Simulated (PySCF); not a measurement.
**Circular dichroism: `F[C@H]1[C@H](C=C)[C@H](C)[Se]1`, C6H9FSe**

Geometry (Å), atoms numbered from 1 in this order:
```xyz
17

C     2.4276   -0.3929    0.2312
C     1.2675   -0.1747   -0.3604
C     0.1733    0.6493    0.2336
C    -1.0937   -0.1137    0.6876
C    -1.3917   -1.4019   -0.0472
Se   -2.2965    1.3946    0.1146
C    -0.5007    1.6319   -0.7220
F    -0.0101    2.8932   -0.6722
H     2.6604    0.0242    1.1970
H     3.1931   -0.9971   -0.2243
H     1.0593   -0.6018   -1.3324
H     0.5629    1.2220    1.0804
H    -1.1396   -0.2673    1.7672
H    -1.4417   -1.2403   -1.1217
H    -2.3469   -1.8049    0.2830
H    -0.6131   -2.1344    0.1615
H    -0.5173    1.3259   -1.7732
```

Method: TDDFT B3LYP/def2-SVPD circular dichroism and optical rotation, one conformer, gas phase (PySCF 2.14.0). Geometry: GFN2-xTB.

The molecule is flexible and this is one conformer; a measurement averages over conformers. The calculation is non-relativistic, which matters for the atoms heavier than Zn. States above about 6.2 eV (minus the energy of the highest occupied orbital) lie near or above the ionisation threshold and depend on the basis. Singlets 5 and 6 lie within 0.01 eV of each other, so their separate moments and overlaps can depend on how they mix.

(1) Assign R or S to each stereocentre.

(2) Which excitations and rotatory strengths does the calculation give?

Results:

(1) C3 R, C4 S, C7 R.

(2) Rotatory strengths R in 10⁻⁴⁰ esu² cm², velocity form and length form (origin at the centre of mass); f in length form.
```
state  E (eV)  λ (nm)      f  R (velocity)  R (length)                                    main
    1    3.73     332  6e-05          -4.8        -4.1                          HOMO→LUMO 0.97
    2    5.29     234  0.005          +6.1        +5.8                        HOMO→LUMO+1 0.94
    3    5.64     220  0.017         +17.4       +16.5                        HOMO→LUMO+2 0.94
    4    5.76     215  0.042         -32.7       -33.3      HOMO−2→LUMO 0.85, HOMO−1→LUMO 0.10
    5    5.88     211  0.074         -13.2       -13.7      HOMO−1→LUMO 0.63, HOMO→LUMO+3 0.16
    6    5.88     211  0.076         -32.2       -31.4      HOMO→LUMO+4 0.66, HOMO−1→LUMO 0.14
    7    5.93     209  0.026         +20.4       +18.3      HOMO→LUMO+3 0.68, HOMO→LUMO+4 0.20
    8    6.49     191  0.027         +13.1       +13.0      HOMO−3→LUMO 0.66, HOMO→LUMO+6 0.18
    9    6.63     187  0.010          +6.8        +7.0      HOMO→LUMO+5 0.82, HOMO−3→LUMO 0.10
   10    6.70     185  0.042         +25.7       +25.8      HOMO→LUMO+6 0.78, HOMO−3→LUMO 0.11
   11    6.98     178  0.016         +18.5       +18.8    HOMO→LUMO+7 0.52, HOMO−2→LUMO+1 0.25
   12    7.05     176  0.026          +6.9        +6.8    HOMO−2→LUMO+1 0.64, HOMO→LUMO+7 0.20
   13    7.16     173  0.100         -41.4       -43.0    HOMO−1→LUMO+1 0.26, HOMO→LUMO+8 0.22
   14    7.19     172  0.003         +16.8       +14.8    HOMO→LUMO+8 0.36, HOMO−1→LUMO+3 0.16
   15    7.26     171  0.029         -23.6       -23.3     HOMO→LUMO+10 0.67, HOMO→LUMO+9 0.10
   16    7.32     169  0.047         -30.6       -28.9  HOMO−1→LUMO+3 0.34, HOMO−1→LUMO+4 0.20
```

Among the states computed, the strongest CD band (largest |R|) is state 13. The largest dissymmetry factor in size, g = 4R/(D+G), with D and G the electric and magnetic dipole strengths, is -0.29 for state 1 (velocity form, f = 0.0001), among bands with |R| over 0.5. The mirror image has the same energies and oscillator strengths and all R with the opposite sign.
